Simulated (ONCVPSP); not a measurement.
## Reading a pseudo-wave (scandium)

Columns: radius, all-electron u(r) and pseudo u(r) of the 3p shell (level -36.94 eV) of scandium in the configuration [Ne] 3s2 3p6 3d1 4s1.5; PBE, scalar-relativistic, ONCV scheme, ONCVPSP 4.0.1.

| r (bohr) | all-electron | pseudo |
| --- | --- | --- |
| 0.130 | -0.4458 | 0.0416 |
| 0.260 | -0.4079 | 0.1630 |
| 0.390 | -0.0087 | 0.3476 |
| 0.520 | 0.4134 | 0.5619 |
| 0.650 | 0.7270 | 0.7654 |
| 0.780 | 0.9124 | 0.9165 |
| 0.910 | 0.9888 | 0.9886 |
| 1.040 | 0.9868 | 0.9867 |
| 1.170 | 0.9353 | 0.9353 |
| 1.300 | 0.8565 | 0.8564 |
| 1.430 | 0.7655 | 0.7654 |
| 1.560 | 0.6722 | 0.6721 |
| 1.690 | 0.5826 | 0.5826 |
| 1.820 | 0.5000 | 0.4999 |
| 1.950 | 0.4258 | 0.4257 |
| 2.080 | 0.3604 | 0.3603 |
| 2.210 | 0.3036 | 0.3035 |
| 2.340 | 0.2547 | 0.2547 |
| 2.470 | 0.2131 | 0.2130 |
| 2.600 | 0.1778 | 0.1778 |
| 2.730 | 0.1481 | 0.1481 |
| 2.860 | 0.1231 | 0.1231 |
| 2.990 | 0.1022 | 0.1022 |
| 3.120 | 0.0847 | 0.0847 |
| 3.250 | 0.0701 | 0.0701 |
| 3.380 | 0.0579 | 0.0579 |

**Question.** How many radial nodes do the two functions have?

**Answer.** The all-electron 3p function has n − l − 1 = 1; the pseudo-wave has 0, since the states of the same l below it are removed with the core.

**Question.** At about which radius was the pseudo-wave matched?

**Answer.** 1.05 bohr. The columns agree to 0.0005 from 0.91 bohr on; several derivatives are matched, so the curves merge somewhat inside the radius.

**Question.** Where does each function peak?

**Answer.** Outermost all-electron maximum near 0.91 bohr, pseudo maximum near 0.91 bohr (to the table’s step).

**Question.** Is the pseudo-wave norm-conserving?

**Answer.** Yes: the ONCV scheme keeps the norm inside the radius equal to the all-electron one, which fixes the energy derivative of the logarithmic derivative at the level.
